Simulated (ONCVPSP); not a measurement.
**Varying the ONCV potential for Ir**

Base potential:

Ir (Z = 77), optimised norm-conserving Vanderbilt (ONCV), made with ONCVPSP 4.0.1 (PBE, scalar-relativistic). Core [Kr] 4d10 4f14, reference 5s2 5p6 5d7 6s2. Waves: 5s+6s: rc 1.85 bohr, ncon 4, nbas 7, qcut 5.3 1/bohr, 2 projectors; 5p: rc 1.60 bohr, ncon 5, nbas 9, qcut 7.7 1/bohr, 2 projectors, debl 3.3 Ha; 5d: rc 2.20 bohr, ncon 4, nbas 8, qcut 7.9 1/bohr, 2 projectors, debl 0.9 Ha. Local part: polynomial inside 1.50 bohr (lpopt 5, dvloc0 2 Ha). Core correction: none.

All-electron outer shells of the reference configuration (PBE, scalar-relativistic, ld1.x):

```tsv
shell	level (eV)	outermost node (bohr)	outermost maximum (bohr)
5s	-97.99	0.50	0.89
4f	-62.19	–	0.39
5p	-54.70	0.54	1.01
5d	-7.15	0.59	1.29
6s	-6.33	1.17	2.38
```

Cutoffs, loose and tight: the cutoffs (Ha) at which the residual kinetic energy of the hardest occupied pseudo-wave falls to 1 and 0.1 mHa per electron. They do not see the model core or the augmentation charge, which bear on the density cutoff. Test errors are all-electron minus pseudo excitation energies from the reference, over the configurations 5s2 5p6 5d7 6s1; 5s2 5p6 5d7 6s0; 5s2 5p6 5d6 6s0; 5s2 5p6 5d7 6s1.5. A dash means not determined; rows that change the core or the reference have their own tests.

```tsv
change	outcome	cutoff, loose	cutoff, tight	bound ghosts	GHOST(+) flags above zero	largest test error (meV)
base	generated	24 Ha	37 Ha	none	none	-18
s: qcut 3.3	generated	24 Ha	44 Ha	none	none	-19
s: qcut 3.9	generated	24 Ha	44 Ha	none	none	-19
s: qcut 5.5	generated	24 Ha	37 Ha	none	none	-18
s: qcut 6.2	generated	24 Ha	37 Ha	none	none	-17
s: qcut 6.6	generated	24 Ha	37 Ha	none	none	-16
s: qcut 7.4	generated	24 Ha	37 Ha	none	none	-15
s: qcut 8	generated	24 Ha	37 Ha	none	none	-14
```

(1) What comes out with this change to the base: s: qcut 4.5?

(2) What comes out with this change to the base: s: qcut 4.8?

Answers

(1) outcome: generated; cutoff, loose: 24 Ha; cutoff, tight: 43 Ha; bound ghosts: none; GHOST(+) flags above zero: none; largest test error (meV): -19.

(2) outcome: generated; cutoff, loose: 24 Ha; cutoff, tight: 41 Ha; bound ghosts: none; GHOST(+) flags above zero: none; largest test error (meV): -18.

Reading the sweep of the qcut of the s channel (base included, trends over the rows without a ghost): The loose cutoff stays near 24 Ha. The median size of the test errors (rows with all tests solved) falls from 11.0 meV at 3.3 to 8.7 meV at 8 1/bohr, with one reversal.
